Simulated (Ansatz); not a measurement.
AlBH8SSi2, relaxed with RKS PBE0-D4/def2-TZVP in Ansatz 0.2.0 from a PBE-D4/def2-SVP geometry. The force threshold is 0.005 eV/Å; the program also tests the step.

Total charge 0; spin multiplicity 1. The bonds changed during the relaxation, so this is another structure than the one it started from.

Start:

```xyz
13

B    -0.390    0.656   -1.571
Si   -0.127    2.321   -0.740
Al   -0.248   -0.205    0.434
Si    1.131   -2.230    0.532
S    -1.643    0.045    2.135
H     0.509    0.116   -2.187
H    -1.454    0.044   -1.394
H    -1.117    3.020    0.153
H     1.199    3.028   -0.688
H     0.839   -3.122   -0.650
H     2.594   -1.867    0.469
H     0.901   -3.026    1.792
H    -2.194    1.220    1.716
```

```json
{"step": "1", "energy (eV)": "-33981.3365", "largest force (eV/Å)": "0.485", "largest move (Å)": "0.000"}
{"step": "2", "energy (eV)": "-33981.3718", "largest force (eV/Å)": "0.183", "largest move (Å)": "0.045"}
{"step": "3", "energy (eV)": "-33981.3750", "largest force (eV/Å)": "0.030", "largest move (Å)": "0.017"}
{"step": "4", "energy (eV)": "-33981.3754", "largest force (eV/Å)": "0.026", "largest move (Å)": "0.031"}
{"step": "5", "energy (eV)": "-33981.3756", "largest force (eV/Å)": "0.008", "largest move (Å)": "0.012"}
{"step": "6", "energy (eV)": "-33981.3756", "largest force (eV/Å)": "0.006", "largest move (Å)": "0.002"}
{"step": "7", "energy (eV)": "-33981.3756", "largest force (eV/Å)": "0.004", "largest move (Å)": "0.008"}
```

End:

```xyz
13

B    -0.393    0.663   -1.561
Si   -0.119    2.294   -0.713
Al   -0.253   -0.211    0.439
Si    1.132   -2.225    0.529
S    -1.649    0.067    2.108
H     0.481    0.120   -2.169
H    -1.436    0.055   -1.366
H    -1.101    2.984    0.162
H     1.181    3.009   -0.694
H     0.843   -3.103   -0.639
H     2.575   -1.857    0.466
H     0.912   -3.016    1.772
H    -2.173    1.221    1.665
```

Run time 33 s (4 threads of a server CPU on a shared host); peak host memory 0.75 GiB.
